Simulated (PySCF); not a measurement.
SMILES c1c(ccc(c1)C(F)(F)F)C=C, singlet (GFN2-xTB optimised geometry):

```
19

C     -1.131    -3.125    -0.011
C     -1.592    -1.880    -0.003
C     -0.797    -0.657     0.000
C     -1.459     0.574     0.002
C     -0.758     1.762     0.002
C      0.631     1.738    -0.004
C      1.384     3.035     0.021
F      2.662     2.914    -0.366
F      0.833     3.967    -0.776
F      1.417     3.579     1.255
C      1.310     0.526     0.000
C      0.599    -0.657     0.000
H     -0.081    -3.363    -0.016
H     -1.802    -3.967    -0.013
H     -2.662    -1.718     0.001
H     -2.539     0.595     0.004
H     -1.279     2.708     0.000
H      2.389     0.514    -0.002
H      1.139    -1.590     0.001
```

Level of theory: CAM-B3LYP/def2-SVP in PySCF 2.14.0.

What are the frontier orbital energies and the dipole moment?

HOMO-2 -10.49 eV, HOMO-1 -9.06 eV, HOMO -8.16 eV, LUMO -0.44 eV, LUMO+1 0.63 eV; dipole moment 2.99 D.

Meta-Löwdin charges at CAM-B3LYP/def2-SVP: C1 -0.21, C2 -0.09, C3 0.02, C4 -0.10, C5 -0.09, C6 -0.04, C7 0.75, F8 -0.27, F9 -0.27, F10 -0.27, C11 -0.09, C12 -0.10, H13 0.10, H14 0.11, H15 0.10, H16 0.11, H17 0.12, H18 0.12, H19 0.11.
